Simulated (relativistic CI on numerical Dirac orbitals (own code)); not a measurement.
## Co⁵⁺: L2,3 absorption edge

Computed with this model: Dirac-Coulomb-Breit CI, KLI orbitals optimised for each configuration, model QED (radiative potential, 1s self-energy scaled to tabulated hydrogen-like ionisation energies), multiplet model of core-to-valence dipole absorption, unscaled Slater integrals; configurations [Ar] 3d4 → [He] 2s2 2p5 3s2 3p6 3d5; 300 K; Lorentzian 0.4 eV and Gaussian 0.3 eV FWHM. Energies are those of the free ion, without screening or charge transfer. The branching ratio is the share of the lower-energy edge in the whole absorption, uncertain by about 0.02 where the edges overlap. S is read from ⟨S²⟩ = S(S + 1).

Field parameters in Wybourne normalisation: Td as Oh with Dq negative (B⁴₀ = 21Dq, B⁴₄ = √(5/14) B⁴₀). The field is a parameter set, without covalency.

free ion: ground-state S = 2.00, centroid 795.82 eV, branching ratio 0.802. Peaks (eV, height): 785.9 (13), 790.5 (100), 793.2 (68), 795.2 (56), 796.3 (17), 797.1 (8), 799.7 (20), 804.7 (8), 805.5 (17), 806.3 (24), 807.5 (7), 809.4 (19), 811.2 (15).

Td, 10Dq = -2600 cm⁻¹: ground-state S = 2.00, centroid 796.23 eV, branching ratio 0.784. Peaks (eV, height): 785.0 (8), 786.0 (12), 790.5 (100), 793.3 (76), 795.2 (62), 797.2 (9), 798.2 (7), 799.8 (32), 801.6 (16), 804.1 (12), 806.4 (28), 807.5 (16), 808.1 (17), 809.6 (18), 811.4 (14).

Td, 10Dq = -5900 cm⁻¹: ground-state S = 2.00, centroid 796.41 eV, branching ratio 0.776. Peaks (eV, height): 785.2 (8), 786.1 (10), 788.2 (12), 790.5 (100), 792.6 (47), 793.5 (67), 795.3 (58), 798.5 (9), 799.9 (38), 801.7 (23), 804.0 (18), 806.6 (29), 807.7 (22), 808.2 (23), 809.9 (14), 811.5 (11).

Td, 10Dq = -9200 cm⁻¹: ground-state S = 2.00, centroid 796.48 eV, branching ratio 0.775. Peaks (eV, height): 785.3 (8), 786.3 (9), 787.2 (8), 788.2 (14), 790.6 (100), 791.7 (73), 792.7 (59), 793.6 (55), 794.9 (46), 795.5 (52), 798.7 (10), 800.1 (39), 801.9 (24), 803.8 (22), 806.8 (32), 807.7 (26), 808.8 (19), 810.2 (12), 811.6 (9).

Td, 10Dq = -12450 cm⁻¹: ground-state S = 2.00, centroid 796.52 eV, branching ratio 0.773. Peaks (eV, height): 785.4 (8), 786.4 (10), 787.0 (11), 788.2 (17), 790.7 (100), 792.0 (83), 792.8 (66), 793.4 (53), 794.2 (47), 794.9 (49), 795.6 (47), 799.0 (11), 800.3 (36), 802.0 (24), 803.7 (24), 806.9 (35), 807.8 (31), 809.2 (20), 810.5 (11), 811.4 (9).

Td, 10Dq = -15750 cm⁻¹: ground-state S = 2.00, centroid 796.55 eV, branching ratio 0.816. Peaks (eV, height): 785.5 (7), 786.8 (15), 788.1 (20), 790.8 (100), 792.1 (89), 792.9 (72), 793.6 (56), 795.1 (52), 800.4 (34), 802.2 (25), 803.5 (24), 804.1 (17), 806.3 (22), 807.1 (34), 807.9 (35), 809.5 (21), 811.0 (10).

The statistical ratio of this edge is 2/3 = 0.667. Values above it arise where the holes sit mainly in the j = l + 1/2 valence subshell or the ground state has high spin; values below it where core-valence Coulomb terms move weight to the upper edge, as in nearly empty shells.

Strongest unbroadened transitions for free ion:

```
Energy (eV)  Relative strength
     790.16               39.5
     790.50               36.5
     790.52              100.0
     790.86               34.8
     791.79               15.6
     793.18               30.8
     793.20               65.1
     793.60               16.7
     794.52               24.1
     795.10               26.0
     795.13               20.3
     795.37               23.7
     795.40               23.6
     796.35               18.8
     805.46               20.5
     806.30               16.3
     806.38               17.3
     809.40               15.6
```
